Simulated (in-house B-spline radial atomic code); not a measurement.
Configurations of Tc III (Tc2+), with energies counted from [Kr] 4d5. Method: scalar-relativistic (X2C) BP86, spin-polarised, spherical fractional occupations, Fermi nucleus of rms radius 4.41117 fm. Calculated with an all-electron radial atomic-structure program (B-spline basis). Shells without spins written out take the highest spin.

Occupations are held fixed; configurations that lie above the ionisation limit could autoionise.

```tsv
configuration	E - E(ref) (eV)	highest orbital	its <r> (bohr)
[Kr] 4d(2 up, 3 down)	4.2741	4d up	1.62
[Kr] 4d4 5d1	18.62	5d up	4.603
[Ar] 3d10 4s2 4p(3 up, 2 down) 4d(2 up, 4 down)	43.5	4d up	1.578
[Ar] 3d10 4s2 4p5 4d5 5p1	47.435	5p up	3.14
[Ar] 3d10 4s2 4p(2 up, 3 down) 4d(2 up, 3 down) 4f(0 up, 1 down)	64.353	4f down	5.043
[Ar] 3d(4 up, 5 down) 4s2 4p6 4d(1 up, 4 down) 5s(1 up, 0 down)	261.87	5s up	2.725
[Ar] 3d9 4s2 4p6 4d5 5p1	263.51	5p up	3.114
```

(1) Order these further configurations by energy, lowest first.
A. [Ar] 3d10 4s2 4p5 4d5 5d1
B. [Ar] 3d10 4s2 4p5 4d5 4f1
C. [Kr] 4d4 5p1
D. [Ar] 3d10 4s2 4p5 4d6
E. [Kr] 4d(1 up, 3 down) 4f(0 up, 1 down)

(2) How far above the reference does [Ar] 3d9 4s2 4p6 4d5 5d1 lie?

(3) How far above the reference does [Ar] 3d10 4s2 4p5 4d5 5s1 lie?

(4) How far above the reference does [Ar] 3d9 4s2 4p6 4d5 5f1 lie?

Answers

(1) C (11.308 eV), E (24.011 eV), D (39.251 eV), A (54.882 eV), B (57.876 eV).

(2) 270.97 eV; its least bound orbital is 5d up with <r> = 4.491 bohr.

(3) 41.359 eV; its least bound orbital is 5s up with <r> = 2.663 bohr.

(4) 276.72 eV; its least bound orbital is 5f up with <r> = 8.575 bohr.
